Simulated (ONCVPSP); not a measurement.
# Reading a pseudo-wave (V (Z = 23))

Columns: radius, all-electron u(r) and pseudo u(r) of the 3s shell (level -70.24 eV) of vanadium in the configuration [Ne] 3s2 3p6 3d3 4s2; PBE, scalar-relativistic, ONCV scheme, ONCVPSP 4.0.1.

| r (bohr) | all-electron | pseudo |
| --- | --- | --- |
| 0.115 | -0.2348 | 0.1596 |
| 0.230 | -0.5893 | 0.3339 |
| 0.345 | -0.1731 | 0.5260 |
| 0.460 | 0.3969 | 0.7227 |
| 0.575 | 0.8300 | 0.8978 |
| 0.690 | 1.0693 | 1.0237 |
| 0.805 | 1.1459 | 1.0815 |
| 0.920 | 1.1135 | 1.0686 |
| 1.035 | 1.0188 | 0.9973 |
| 1.150 | 0.8959 | 0.8888 |
| 1.265 | 0.7664 | 0.7650 |
| 1.380 | 0.6427 | 0.6426 |
| 1.495 | 0.5310 | 0.5310 |
| 1.610 | 0.4339 | 0.4338 |
| 1.725 | 0.3513 | 0.3513 |
| 1.840 | 0.2826 | 0.2825 |
| 1.955 | 0.2260 | 0.2260 |
| 2.070 | 0.1800 | 0.1800 |
| 2.185 | 0.1428 | 0.1428 |
| 2.300 | 0.1130 | 0.1130 |
| 2.415 | 0.0892 | 0.0892 |
| 2.530 | 0.0703 | 0.0703 |
| 2.645 | 0.0552 | 0.0552 |
| 2.760 | 0.0434 | 0.0434 |
| 2.875 | 0.0340 | 0.0340 |
| 2.990 | 0.0266 | 0.0266 |

(1) How many radial nodes do the two functions have?

(2) At about which radius was the pseudo-wave matched?

(3) Is the pseudo-wave norm-conserving?

Answers

(1) The all-electron 3s function has n − l − 1 = 2 (the table is too coarse to show those close to the nucleus); the pseudo-wave has 0, since the states of the same l below it are removed with the core.

(2) 1.65 bohr. The columns agree to 0.0005 from 1.38 bohr on; several derivatives are matched, so the curves merge somewhat inside the radius.

(3) Yes: the ONCV scheme keeps the norm inside the radius equal to the all-electron one, which fixes the energy derivative of the logarithmic derivative at the level.
